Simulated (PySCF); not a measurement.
Identify the unknown among the candidates.

All candidates are C5H8O2.

* UV, first state: lowest singlet excitation: 4.02 eV (308 nm, f = 0.000) [TDDFT wB97X-D/def2-SVPD]
* UV, strongest line: among the 8 lowest singlet transitions: S8 at 7.91 eV (157 nm, f = 0.155) [TDDFT wB97X-D/def2-SVPD]
* NMR, other nuclei: isotropic shieldings of nuclei other than C and H, by class: -302 (1 O), 223 (1 O) ppm [GIAO PBE0/pcSseg-1]
* Dipole: 3.66 D [wB97X-D/def2-SVPD]
* Polarisability: 68.5 au [wB97X-D/def2-SVPD]
* Rotational structure: rotational constants A, B, C: 4.698, 2.042, 1.449 GHz [GFN2-xTB]
* 13C NMR: chemical shifts (computed TMS as zero) by class: 199.1 (1 C), 166.5 (1 C), 95.4 (1 C), 56.4 (1 C), 29.1 (1 C) ppm [GIAO PBE0/pcSseg-1]

The electronic properties come from PySCF, for the isolated species, density fitting. Levels stand in brackets. Geometry: GFN2-xTB, one conformer, isolated molecule. NMR values are class means; diastereotopic atoms form classes of their own.

Task: Which candidate is it?
A. `C=COC(=O)CC`
B. `C=CCC(=O)OC`
C. `C/C=C(\C)C(=O)O`
D. `C=COCC(C)=O`
E. `C=C(OC)C(C)=O`

Result: E. It is `C=C(OC)C(C)=O`. Numbering: `[CH2:1]=[C:2]([O:3][CH3:4])[C:5]([CH3:6])=[O:7]`. Its formula, C5H8O2, gives 2 degrees of unsaturation: 0 rings and 2 π bonds in the structure found. 5 carbons fall into 5 classes; from least to most shielded: ketone carbonyl carbon [C5] (199.1 ppm), vinylic carbon bearing oxygen [C2] (166.5 ppm), terminal =CH2 carbon [C1] (95.4 ppm), methoxy carbon [C4] (56.4 ppm), methyl carbon next to a carbonyl [C6] (29.1 ppm). The other shieldings belong to: -302 ppm, ketone oxygen [O7]; 223 ppm, ether oxygen [O3]. The optimised geometry has point group Cs and is an asymmetric top.

The others, at the same levels:
- `C=CCC(=O)OC` fails: its computed 13C shifts are 177.2 (1 C), 142.3 (1 C), 123.6 (1 C), 53.1 (1 C), 46.3 (1 C) ppm, rotational constant A is 5.911 GHz (against 4.698 GHz) and smallest rotational constant is 1.333 GHz (against 1.449 GHz).
- `C/C=C(\C)C(=O)O` fails: its computed 13C shifts are 171.5 (1 C), 148.1 (1 C), 133.4 (1 C), 18.4 (1 C), 14.6 (1 C) ppm and smallest rotational constant is 1.370 GHz (against 1.449 GHz).
- `C=COCC(C)=O` fails: its computed 13C shifts are 211.9 (1 C), 158.5 (1 C), 89.6 (1 C), 74.6 (1 C), 31.2 (1 C) ppm, rotational constant A is 6.775 GHz (against 4.698 GHz) and smallest rotational constant is 1.191 GHz (against 1.449 GHz).
- `C=COC(=O)CC` fails: its computed 13C shifts are 176.8 (1 C), 149.3 (1 C), 100.8 (1 C), 30.8 (1 C), 10.4 (1 C) ppm, rotational constant A is 8.899 GHz (against 4.698 GHz) and smallest rotational constant is 1.185 GHz (against 1.449 GHz).

Each candidate is one conformer, not necessarily the lowest. The conformers computed, where there is a choice (atom-mapped SMILES and torsion angles):
- `[CH2:1]=[C:2]([O:3][CH3:4])[C:5]([CH3:6])=[O:7]`: C1–C2–O3–C4 0°, C1–C2–C5–C6 180°
- `[CH2:1]=[CH:2][CH2:3][C:4](=[O:5])[O:6][CH3:7]`: C1–C2–C3–C4 -122°, C2–C3–C4–O5 -60°, C3–C4–O6–C7 -179°
- `[CH3:1]/[CH:2]=[C:3](\[CH3:4])[C:5](=[O:6])[OH:7]`: C2–C3–C5–O6 180°, H–O7–C5–C3 180°
- `[CH2:1]=[CH:2][O:3][CH2:4][C:5]([CH3:6])=[O:7]`: C1–C2–O3–C4 0°, C2–O3–C4–C5 179°, O3–C4–C5–C6 -1°
- `[CH2:1]=[CH:2][O:3][C:4](=[O:5])[CH2:6][CH3:7]`: C1–C2–O3–C4 180°, C2–O3–C4–O5 0°, O3–C4–C6–C7 180°
